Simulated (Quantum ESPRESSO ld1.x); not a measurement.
Results of a calculation; reference values are marked as such.
I6+, configuration [Kr] 4d10 5s1. Code: ld1.x of Quantum ESPRESSO 7.5. Model: scalar-relativistic Kohn-Sham, LDA (Slater exchange, Perdew-Wang correlation), spin-polarised, spherical densities, point nucleus; open shells are filled with parallel spins first.

Unscreened Slater integrals over Kohn-Sham orbitals (cm^-1). They are taken over the spin-up orbitals.

\begin{tabular}{lr}
integral & value \\ \hline
F0(5s,5s) & 116550 \\
F0(5s,4d) & 140030 \\
G2(5s,4d) & 18855 \\
F0(5s,4p) & 143060 \\
G1(5s,4p) & 11771 \\
F0(5s,4s) & 144370 \\
G0(5s,4s) & 8173.8 \\
F0(4d,4d) & 218870 \\
F2(4d,4d) & 111110 \\
F4(4d,4d) & 73872 \\
F0(4d,4p) & 232850 \\
F2(4d,4p) & 118620 \\
G1(4d,4p) & 151040 \\
G3(4d,4p) & 93704 \\
F0(4d,4s) & 239230 \\
G2(4d,4s) & 115400 \\
F0(4p,4p) & 250040 \\
F2(4p,4p) & 131170 \\
F0(4p,4s) & 257990 \\
G1(4p,4s) & 175460 \\
F0(4s,4s) & 266890 \\
\end{tabular}
